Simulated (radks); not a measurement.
The numbers below are computed, except where a source is named.
Problem. These are the eigenvalues of the occupied orbitals of an atom or ion with whole-number occupations (eV). Code: a radial shooting solver on a logarithmic mesh with Libxc functionals. Model: scalar-relativistic Kohn-Sham, r2SCAN, spin-polarised, spherical densities, finite nucleus; meta-GGA in the generalised Kohn-Sham scheme; Fermi nuclear charge, rms radius of each element as measured or else 0.836 A^(1/3) + 0.57 fm.

1s down: -8427.747
1s up: -8427.734
2s up: -1186.335
2s down: -1183.722
2p up: -1045.849
2p down: -1043.880
3s up: -288.1828
3s down: -283.6278
3p up: -245.2364
3p down: -240.6355
3d up: -177.5027

Which element is it, and in what charge state? The configuration may be excited. Open shells, if any, are filled with parallel spins first.

Solution. Z = 28, nickel, charge +8: Ni8+ in [Ar] 3d2. The list shows which subshells hold electrons but not how many an open one holds; the 1s level, -309.71 hartree, gives Z - s = 24.9 by -(Z - s)^2/2, which with screening and relativity narrows Z to a few neighbours, and the depths of the outer levels then fix element, charge and occupations together.
